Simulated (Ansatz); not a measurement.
`SB[O][AlH][Cl]` → `[BH]S`• + `[O][AlH][Cl]`• at 600 K and 1 bar (homolysis of the B–O bond).

Computed with Ansatz on PBE0-D4/def2-TZVP structures; ΔE is electronic, products minus reactants. CBS: MP2 limit from def2 TZ/QZ plus the TZ coupled-cluster correction, frozen cores. This one scheme is used for every species. No spin–orbit coupling; open shells (•) take unrestricted orbitals. Each species was taken in one conformer, which may not be the lowest.

```tsv
species	CCSD(T)/CBS energy (Eh)	H − E (kJ/mol)	S (J/(mol·K))
`SB[O][AlH][Cl]`	-1201.54063	154.6	464.3
`[BH]S`•	-423.70514	76.9	284.1
`[O][AlH][Cl]`•	-777.58743	60.6	335.6
```

H − E and S are ideal-gas, rigid-rotor, harmonic terms from PBE0-D4/def2-TZVP, for one conformer and one mirror image of each species, with the whole ground term of open shells counted as degenerate. 1 Eh = 2625.50 kJ/mol, R = 8.31446 J/(mol·K).

Problem. By hand: ΔE, ΔH, ΔS and ΔG.

Solution. ΔE = (-423.70514) + (-777.58743) − (-1201.54063) = 0.24806 Eh = 651.3 kJ/mol. Δ(H − E) = 76.9 + 60.6 − 154.6 = -17.1, so ΔH = 634.2 kJ/mol. ΔS = 284.1 + 335.6 − 464.3 = 155.4 J/(mol·K). ΔG = 634.2 − 600 × (155.4)/1000 = 541.0 kJ/mol.

Problem. By hand: the equilibrium constant, and the temperature at which ΔG would vanish if ΔH and ΔS stayed fixed.

Solution. log₁₀ K = −ΔG/(RT ln 10) = -47.1. ΔG = 0 at ΔH/ΔS = 4081 K, far beyond where these terms or the molecules hold.

The number of gas molecules changes by +1, which sets the sign of ΔS. A doubt of 5 kJ/mol in ΔE shifts log₁₀ K by 0.4 here. Other conformers and mirror images would add mixing entropy, several J/(mol·K) or more a flexible species. Modes under 60 cm⁻¹, often nearly free rotors, make the harmonic entropy too high. These are equilibria of isolated gas molecules and say nothing of rates. Largest T1 diagnostic: 0.018 (customary marks: 0.02 for closed shells, 0.045 for open ones).
